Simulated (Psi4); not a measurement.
Cl₃SW (SMILES [S]=[W+]([Cl])([Cl])[Cl]), charge +1, singlet, at a GFN2-xTB geometry (such geometries of metal compounds can be far from the true shape) (the multiplicity is a formal guess) (core potentials on W). Base run: SVWN/def2-SVP (Psi4).

Here is a job for Psi4.
```
memory 2 GB

molecule {
1 1
  W    -0.00670039    0.00326681    0.00449936
  S     1.65251669   -0.80569397   -1.10967662
  Cl    0.74241801    0.71626824    1.86480396
  Cl   -0.84889867    1.58893945   -1.13857849
  Cl   -1.41966276   -1.56112773    0.29859061
}

set basis def2-svp

energy('svwn')
print_variables()
```

The base run was repeated with changes; each row names its change, and settings that it needs were set with it.

| change | ΔE vs base (mEh) | SCF cycles | grid points | basis functions | outcome |
|---|---|---|---|---|---|
| base | 0.000 | 11 | 107747 | 104 | converged |
| scf_initial_accelerator = ediis | 0.000 | 11 | 107747 | 104 | converged |
| d_convergence = 1e-10 | 0.000 | 17 | 107747 | 104 | converged |
| dft_radial_points = 50 | 0.236 | 11 | 73027 | 104 | converged |
| scf_type = mem_df | 0.000 | 11 | 107747 | 104 | converged |
| guess = sadno | 0.000 | 14 | 107747 | 104 | converged |
| basis_guess = true | 0.000 | 7 | 107746 | 104 | converged |
| d_convergence = 1e-8 | 0.000 | 15 | 107747 | 104 | converged |
| dft_radial_scheme = becke | 0.002 | 11 | 94027 | 104 | converged |
| cholesky_tolerance = 1e-6 (with scf_type cd) | 0.041 | 13 | 107747 | 104 | converged |
| e_convergence = 1e-4 | 0.000 | 11 | 107747 | 104 | converged |
| basis_guess = sto-3g | - | - | - | - | input refused |
| scf_type = disk_df | 0.000 | 11 | 107747 | 104 | converged |

- basis_guess = sto-3g: ended with `psi4.driver.qcdb.exceptions.BasisSetNotFound: BasisSet::construct: Unable to find a basis set for atom 1 for key BASIS among:`
